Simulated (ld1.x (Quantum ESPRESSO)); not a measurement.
**Ranking TM potentials for Al (Z = 13)**

All share these settings but for the change named:

```json
{"Element": "aluminium (Al)", "Generator": "ld1.x (Quantum ESPRESSO) 7.5", "Type": "norm-conserving Troullier–Martins (Kleinman–Bylander form)", "Functional": "PBE", "Relativity": "scalar-relativistic", "Frozen core": "[Ne]", "Valence charge": "3", "Reference configuration": "3s2 3p1", "Partial waves": "3p (bound): rc 1.95 bohr; 3d channel at -0.15 Ry: rc 1.60 bohr; 3s (bound): rc 1.45 bohr", "Local potential": "the s channel", "Core correction": "a·sin(br)/r model core, default radius (core density twice the valence density)"}
```

Test errors are all-electron minus pseudo excitation energies from the reference, over 3s2 3p0; 3s1 3p0; 3s2 3p0.5; 3s1 3p1; 3s0 3p3; 3s2 3p1.3; 3s1 3p2. None of these files shows a bound ghost.

The base gives 26.7 meV.

Of 6 variants that were run, those that failed, showed a ghost or another fault, or gave nearly equal values are left out.

(1) Rank these variants by their largest absolute test error, smallest first.
A. all radii but the core radius scaled by about 0.80 (s 1.16, p 1.54, d 1.28 bohr)
B. all radii but the core radius scaled by about 0.86 (s 1.26, p 1.68, d 1.38 bohr)
C. all radii but the core radius scaled by about 1.35 (s 1.96, p 2.64, d 2.16 bohr)

Answers

(1) C (22.0 meV), B (41.1 meV), A (140.6 meV).
